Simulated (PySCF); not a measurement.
This PySCF input asks for the NMR shieldings of `CC[C@@H]1CC(=O)[C@H]1B(F)F`, C6H9BF2O; the geometry comes from GFN2-xTB.

```python
import basis_set_exchange as bse
import numpy as np
from pyscf import gto, dft
from pyscf.prop import nmr

atoms = """
C     1.952103    1.144217    0.593400
C     1.531475   -0.207157    0.026770
C     0.069841   -0.507547    0.322454
C    -0.487332   -1.807569   -0.292759
C    -1.499583   -0.991375   -1.050849
O    -2.383329   -1.246769   -1.809459
C    -0.952807    0.331575   -0.493844
B    -1.992263    1.224795    0.275344
F    -2.300214    1.016773    1.540065
F    -2.633953    2.228968   -0.281171
H     1.338728    1.941441    0.179679
H     1.839202    1.154833    1.674975
H     2.992136    1.350202    0.354066
H     2.149865   -0.993489    0.465854
H     1.694173   -0.219565   -1.053705
H    -0.111300   -0.440259    1.396170
H     0.204517   -2.340428   -0.943924
H    -0.924161   -2.522179    0.402125
H    -0.496901    0.892785   -1.312652
"""
names = dict.fromkeys(["C", "O", "B", "F", "H"], "pcSseg-1")
basis = {el: gto.basis.parse(bse.get_basis(n, elements=[el], fmt="nwchem")) for el, n in names.items()}
mol = gto.M(atom=atoms, basis=basis, charge=0, verbose=0)
mf = dft.RKS(mol, xc="PBE0")
mf.grids.level = 2
mf.grids.alignment = dft.numint.BLKSIZE   # the property module wants whole blocks of grid points
mf.conv_tol = 1e-9
mf.kernel()

calc = nmr.RKS(mf)   # GIAO
C = mf.mo_coeff
Co = C[:, mf.mo_occ > 0]
resp = mf.gen_response(singlet=True, hermi=2)
def vind(x):   # induced exchange potential for any number of trial vectors
    d = np.einsum("pi,xij,qj->xpq", C, 2 * x.reshape(-1, C.shape[1], Co.shape[1]), Co, optimize=True)
    return np.einsum("xpq,pi,qj->xij", resp(d - d.transpose(0, 2, 1)), C, Co, optimize=True).ravel()
mo1, _ = nmr.rhf.solve_mo1(calc, with_cphf=vind)
sigma = calc.kernel(mo1)
for i, s in enumerate(sigma):   # ppm
    print("%2d %-2s %9.2f" % (i, mol.atom_pure_symbol(i), np.trace(s) / 3))
```

Question: What are the results?

Answer: 
```
 0 C     171.58
 1 C     152.61
 2 C     159.03
 3 C     131.67
 4 C     -19.68
 5 O    -333.70
 6 C     128.00
 7 B      75.41
 8 F     244.92
 9 F     237.20
10 H      30.92
11 H      30.79
12 H      30.42
13 H      29.81
14 H      30.57
15 H      29.52
16 H      28.89
17 H      28.29
18 H      28.94
```

These numbers come from an equivalent density-fitted implementation of the same equations, which agrees with the script to about 0.01 ppm for H and up to a few tenths of a ppm for heavy atoms, so last digits may differ.

Size and cost of the density-fitted run: 215 basis functions, 54 s wall time on 1 thread of an Arm Neoverse V1, shared host; peak memory 0.96 GiB.
